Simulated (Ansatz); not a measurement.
System: NCO, charge 0, doublet. NCO (SMILES C([O])#N, doublet).
B3LYP-D3(BJ)/def2-TZVP minimum from Ansatz (an electronic-structure program):
```xyz
3

O      0.0000     0.0000    -1.1348
C      0.0000     0.0000     0.0405
N      0.0000     0.0000     1.2622
```
Charge 0, spin multiplicity 2.

Total energies in cc-pVTZ, 15 correlated electrons, 3 frozen orbitals. UHF or UKS for unpaired electrons; spin-orbit terms are left out. Cores are frozen in correlated methods. No relativity. The UHF reference of CNO (N#C[O], doublet) is spin-contaminated (<S^2> up to 0.10 over the pure value in the sets run).

| method | program | energy (Eh) | minus CCSDT(Q) (mEh) |
|---|---|---|---|
| HF | Ansatz | -167.19057 | 563.05 |
| MP2 | Ansatz | -167.71074 | 42.89 |
| CCSD | Ansatz | -167.72430 | 29.33 |
| CCSD(T) | Ansatz | -167.75065 | 2.97 |
| CCSDT(Q) | Ansatz | -167.75362 | 0.00 |

Rough core times of Ansatz's runs on a shared machine: CCSD(T) 20 s, CCSDT(Q) 30 min.
